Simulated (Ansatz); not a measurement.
A structure relaxed at PBE0-D4/def2-TZVP, charge 0, multiplicity 2:

```xyz
4

Cl    0.437   -0.529   -1.833
Ge    0.416   -0.204    0.293
Cl   -1.581   -0.567    1.005
H     0.729    1.300    0.535
```

Give its formula and SMILES.

Cl2GeH, `[Cl][GeH][Cl]`.

Point group (tolerance 0.08 Å, 0.16 Å for H)?

Cs.

Summarise the bond lengths by kind.

2 × Cl–Ge 2.151 Å; 1 × Ge–H 1.555 Å.

Program: Ansatz 0.2.0.
